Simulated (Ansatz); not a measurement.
A nudged elastic band was laid between two geometries of GaH$_{3}$O$_{2}$ (6 atoms, charge 0, multiplicity 1).

Theory: Ansatz 0.2.0, UKS B3LYP/def2-SVP.

```json
{
 "movable images": "7",
 "climbing image": "yes",
 "spring": "5.0 eV/Å²",
 "optimiser": "quadratic models (default)",
 "start path": "through a guess of the saddle point",
 "force threshold": "0.05 eV/Å",
 "iteration limit": "60",
 "end points": "relaxed"
}
```

Image 0:

```xyz
6
Properties=species:S:1:pos:R:3
Ga -0.018 0.474 0.143
O 0.210 -1.181 0.796
O -0.270 0.507 -1.622
H -0.255 -0.370 -2.030
H -0.010 1.793 0.963
H 0.343 -1.222 1.751
```

Image 8:

```xyz
6
Properties=species:S:1:pos:R:3
Ga -0.137 1.116 -0.119
O 0.490 -0.976 0.338
O -0.544 0.439 -1.600
H 0.143 -1.008 -0.598
H 0.130 1.986 1.117
H -0.081 -1.557 0.862
```

Q: What changes between the two ends?

A: Bonds broken: O3–H4. Bonds formed: O2–H4.

Q: What energy profile does the band end with?

A: The run converged. The highest image is number 7 of 0 to 8, 1.94 eV above the first end and 0.06 eV above the last; the last end lies 1.88 eV above the first. The profile has 2 maxima (images 2, 7) with wells between them (image 3): this band takes more than one step, which may be the mechanism or a detour left from its start path. A vibrational analysis at the climbing image gives one clearly imaginary mode, 785i cm⁻¹: a first-order saddle point. The orbitals were unrestricted but ended closed-shell.

| image | path coordinate (Å) | energy (eV) | O3–H4 (Å) | O2–H4 (Å) |
| --- | --- | --- | --- | --- |
| 0 | 0.00 | 0.00 | 0.97 | 2.98 |
| 1 | 0.49 | 0.09 | 0.97 | 2.92 |
| 2 | 0.98 | 0.16 | 0.97 | 3.11 |
| 3 | 1.47 | 0.07 | 0.96 | 3.32 |
| 4 | 1.96 | 0.12 | 0.97 | 2.85 |
| 5 | 2.45 | 0.43 | 0.98 | 2.28 |
| 6 | 2.94 | 1.03 | 1.03 | 1.66 |
| 7 | 3.43 | 1.94 | 1.44 | 1.12 |
| 8 | 3.79 | 1.88 | 1.89 | 1.00 |

Q: What is the geometry of the highest image?

A: 
```xyz
6
Properties=species:S:1:pos:R:3:forces:R:3
Ga -0.095 1.017 -0.042 0.00 0.00 0.00
O 0.475 -0.938 0.327 0.00 0.00 0.00
O -0.456 0.242 -1.524 0.00 0.00 0.00
H 0.047 -0.822 -0.702 0.00 0.00 0.00
H 0.085 2.049 1.080 0.00 0.00 0.00
H -0.056 -1.547 0.861 0.00 0.00 0.00
```

The run took 2.5 min on 2 threads of Intel(R) Xeon(R) 6975P-C (Granite Rapids) (shared host), peak memory 0.22 GiB.
